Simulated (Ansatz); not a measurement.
System: dimethyl(prop-2-enyl)borane, C5H11B (charge 0, singlet). 
Geometry from a B3LYP-D3(BJ)/def2-TZVP (Ansatz, an electronic-structure program) optimisation:
```
B
C 1 1.5682
H 2 1.0913 1 115.16
H 2 1.0943 3 108.81 1 125.74
H 2 1.0984 3 107.58 4 113.52
C 1 1.5687 2 120.87 3 -11.37
H 6 1.0913 1 115.37 2 174.86
H 6 1.0945 7 108.79 1 126.23
H 6 1.0983 7 107.52 8 113.22
C 1 1.5843 2 118.85 3 168.16
H 10 1.0920 1 112.75 2 15.94
H 10 1.0951 11 108.70 1 -123.49
C 10 1.5040 11 110.00 12 -119.71
C 13 1.3294 10 125.31 11 -19.97
H 14 1.0823 13 121.50 10 -177.77
H 14 1.0842 15 116.93 13 179.27
H 13 1.0864 14 118.65 15 -1.11
```

Quantity: vertical triplet-singlet gap (E(triplet) - E(singlet); each state is the SCF solution reached for its spin), in eV. Valence correlation only, unless marked. UHF or UKS for open shells. Spin-orbit coupling is left out. No relativistic terms. 

```tsv
level	program	vertical triplet-singlet gap (eV)
HF/aug-cc-pVDZ	Ansatz	3.42
HF/aug-cc-pVTZ	Ansatz	3.39
SVWN5/def2-TZVPD	Ansatz	4.11
PBE/def2-TZVPD	Ansatz	3.95
r2SCAN/def2-TZVPD	Ansatz	3.84
B3LYP/def2-TZVPD	Ansatz	4.12
PBE0/def2-TZVPD	Ansatz	4.01
BHLYP/def2-TZVPD	Ansatz	4.05
CAM-B3LYP/def2-TZVPD	Ansatz	4.17
wB97M-V/def2-TZVPD	Ansatz	4.35
wB97X-V/def2-TZVPD	Ansatz	4.33
B2PLYP/def2-TZVPD	Ansatz	4.29
MP2/aug-cc-pVDZ	Ansatz	4.57
RI-MP2/aug-cc-pVTZ	Ansatz	4.58
SCS-MP2/aug-cc-pVDZ	Ansatz	4.60
CCSD/aug-cc-pVDZ	Ansatz	4.29
CCSD(T)/aug-cc-pVDZ	Ansatz	4.37
```
